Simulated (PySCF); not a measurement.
# What a mistake does to a calculation on BH4NSi2

These are calculations, not measurements. The program is PySCF 2.14.0, an open-source quantum chemistry code, run on an isolated molecule that a program drew, which may never have been made. The molecule is BH4NSi2 (charge 0, singlet), drawn as the SMILES string `BN=[SiH][SiH]`.

Each row is a Hartree-Fock (HF) and frozen-core CCSD(T) single point in the cc-pV(D+d)Z basis, meant for a local HF minimum. Run 1 is clean. Each other run has one planted mistake out of seven kinds, and not every kind appears here: one electron removed, one electron added, multiplicity raised by two, geometry at a saddle point, minimal basis STO-3G, one bond length entered in bohr, all coordinates scaled. The reference is restricted for singlets and unrestricted otherwise, and also for a bond in bohr. Adding or removing an electron swaps singlet and doublet. Electrons count all cores. HOMO and LUMO are orbital energies over both spins, the gradient is its largest component, and the lowest frequency (negative if imaginary) is given only where the gradient is small. Bond lengths are over the 7 bonds as drawn. T1 is the CCSD diagnostic: over 0.02 (restricted) or 0.045 (unrestricted) a single reference is doubtful.

Geometry of the clean run:
```xyz
8
BH4NSi2, angstrom
B    -1.0606   -1.8988    0.3796
N    -1.1611   -0.9134   -0.5866
Si   -1.2312    0.1961   -1.6879
Si   -0.0934   -0.1302   -3.7753
H    -1.8945   -2.7701    0.4536
H    -0.1364   -1.9058    1.1581
H    -2.0022    1.4437   -1.4668
H     0.9050    0.9585   -3.4370
```

```
run  electrons  basis functions  <S^2>  HOMO (eV)  LUMO (eV)  gradient (hartree/bohr)  lowest frequency (cm^-1)  mean bond (Å)  longest bond (Å)      T1  HF (hartree)  CCSD(T) (hartree)                          mistake
  1         44               94  0.000      -9.11      -0.60                  2.6e-05                        81         1.5376             2.400  0.0214    -659.26693         -659.75728                         no fault
  2         45               94  0.769      -2.34       6.20                  4.1e-02                         -         1.5376             2.400  0.0222    -659.31985         -659.82045               one electron added
  3         44               94  1.229      -7.58      -0.28                  4.8e-02                         -         1.6912             2.400  0.0895    -659.15951         -659.64250  one bond length entered in bohr
  4         43               94  1.195     -13.57      -7.02                  2.4e-02                         -         1.5376             2.400  0.0817    -658.96581         -659.43403                                ?
```

**Which mistake was planted in run 4, and what did it cost?**

It counts 43 electrons, one fewer than the clean run, at the same geometry and basis. So the mistake is: one electron removed. Subtracting run 1 and multiplying by 627.51 kcal/mol a hartree, the energy moved by 189.0 kcal/mol in HF and 202.8 kcal/mol in CCSD(T).

Cautions from the logs. Run 1: T1 is over the limit, so its CCSD(T) energy is less reliable; run 3: T1 is over the limit, so its CCSD(T) energy is less reliable; run 4: T1 is over the limit, so its CCSD(T) energy is less reliable.
